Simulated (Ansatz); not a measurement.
Basis-set series for C$_{2}$H$_{3}$B$_{2}$Cl. Charge 0, multiplicity 1. The bonds changed during the relaxation, so this is another structure than the one it started from. All single points use the PBE0-D4/def2-TZVP geometry.

Z-matrix (Å, degrees):
```
C
C 1 1.416
Cl 1 1.775 2 119.4
B 1 1.594 2 60.9 3 107.3
H 1 1.084 2 121.0 3 -142.0
B 2 1.372 1 137.5 3 -104.4
H 4 1.179 1 134.7 2 178.9
H 6 1.173 2 163.0 1 -176.9
```

| functional | basis | functions | energy (Eh) | HOMO (eV) | LUMO (eV) |
| --- | --- | --- | --- | --- | --- |
| PBE0-D4 | def2-SVP | 89 | -587.28795 | -7.75 | -0.73 |
| PBE0-D4 | def2-TZVPP | 208 | -587.58436 | -7.81 | -0.84 |
| ωB97M-V | def2-SVP | 89 | -587.51609 | -9.86 | 1.36 |
| ωB97M-V | def2-TZVPP | 208 | -587.81707 | -9.96 | 1.11 |

(1) Give the rows for def2-QZVPP. (Best estimate.)

Answers

(1) Ansatz gave: 
```json
{"functional": "PBE0-D4", "basis": "def2-QZVPP", "functions": "388", "energy (Eh)": "-587.60519", "HOMO (eV)": "-7.84", "LUMO (eV)": "-0.89"}
{"functional": "ωB97M-V", "basis": "def2-QZVPP", "functions": "388", "energy (Eh)": "-587.83651", "HOMO (eV)": "-9.99", "LUMO (eV)": "0.97"}
```

Positive LUMOs are unbound and depend on the basis.
